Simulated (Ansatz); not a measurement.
`C[SiH2]BCl` → `CBCl` + `[SiH2]` at 400 K and 1 bar (silylene formation by 1,1-elimination).

Computed with Ansatz on PBE0-D4/def2-TZVP structures; ΔE is electronic, products minus reactants. CCSD(T)/CBS is the MP2 limit (def2-TZVPP, def2-QZVPP) plus CCSD(T) − MP2 in def2-TZVPP, frozen cores. This one scheme is used for every species. Each species was taken in one conformer, which may not be the lowest.

```json
{"species": "`C[SiH2]BCl`", "CCSD(T)/CBS energy (Eh)": "-815.33859", "H − E (kJ/mol)": "207.6", "S (J/(mol·K))": "378.0"}
{"species": "`CBCl`", "CCSD(T)/CBS energy (Eh)": "-525.07110", "H − E (kJ/mol)": "152.0", "S (J/(mol·K))": "307.7"}
{"species": "`[SiH2]`", "CCSD(T)/CBS energy (Eh)": "-290.19011", "H − E (kJ/mol)": "44.2", "S (J/(mol·K))": "218.1"}
```

H − E and S are ideal-gas, rigid-rotor, harmonic terms from PBE0-D4/def2-TZVP, for one conformer and one mirror image of each species. 1 Eh = 2625.50 kJ/mol, R = 8.31446 J/(mol·K).

By hand: ΔE, ΔH, ΔS and ΔG.

ΔE = (-525.07110) + (-290.19011) − (-815.33859) = 0.07738 Eh = 203.2 kJ/mol. Δ(H − E) = 152.0 + 44.2 − 207.6 = -11.4, so ΔH = 191.8 kJ/mol. ΔS = 307.7 + 218.1 − 378.0 = 147.8 J/(mol·K). ΔG = 191.8 − 400 × (147.8)/1000 = 132.7 kJ/mol.

By hand: the equilibrium constant, and the temperature at which ΔG would vanish if ΔH and ΔS stayed fixed.

log₁₀ K = −ΔG/(RT ln 10) = -17.3. ΔG = 0 at ΔH/ΔS = 1298 K.

The number of gas molecules changes by +1, which sets the sign of ΔS. A doubt of 5 kJ/mol in ΔE shifts log₁₀ K by 0.7 here. Other conformers and mirror images would add mixing entropy, several J/(mol·K) or more a flexible species. Modes under 60 cm⁻¹, often nearly free rotors, make the harmonic entropy too high. These are equilibria of isolated gas molecules and say nothing of rates. Largest T1 diagnostic: 0.014 (customary marks: 0.02 for closed shells, 0.045 for open ones).
